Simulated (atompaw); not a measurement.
**u(r) = r·R(r): atom against pseudo-atom (Pt (Z = 78))**

Columns: radius, all-electron u(r) and pseudo u(r) of the 5d shell (level -26.90 eV) of platinum in the configuration [Xe] 4f14 5d8 6s0 6p0; LDA (PW92), non-relativistic, PAW (atompaw) scheme, atompaw 4.2.0.5.

```csv
r (bohr),all-electron,pseudo
0.113,0.2877,0.0004
0.227,-0.1313,0.0031
0.340,-0.4255,0.0101
0.454,-0.3164,0.0234
0.567,-0.0225,0.0438
0.681,0.2897,0.0724
0.794,0.5417,0.1085
0.908,0.7198,0.1519
1.021,0.8272,0.2002
1.135,0.8798,0.2523
1.248,0.8916,0.3047
1.362,0.8753,0.3556
1.475,0.8409,0.4012
1.588,0.7953,0.4396
1.702,0.7430,0.4689
1.815,0.6884,0.4870
1.929,0.6328,0.4935
2.042,0.5789,0.4885
2.156,0.5266,0.4730
2.269,0.4776,0.4488
2.383,0.4312,0.4180
2.496,0.3885,0.3835
2.610,0.3488,0.3475
2.723,0.3127,0.3125
2.837,0.2795,0.2794
2.950,0.2495,0.2495
```

Problem. How many radial nodes do the two functions have?

Solution. The all-electron 5d function has n − l − 1 = 2; the pseudo-wave has 0, since the states of the same l below it are removed with the core.

Problem. Is the pseudo-wave norm-conserving?

Solution. No, it belongs to a PAW set: the norm inside the radius is not constrained, and the difference is carried by the augmentation charge.
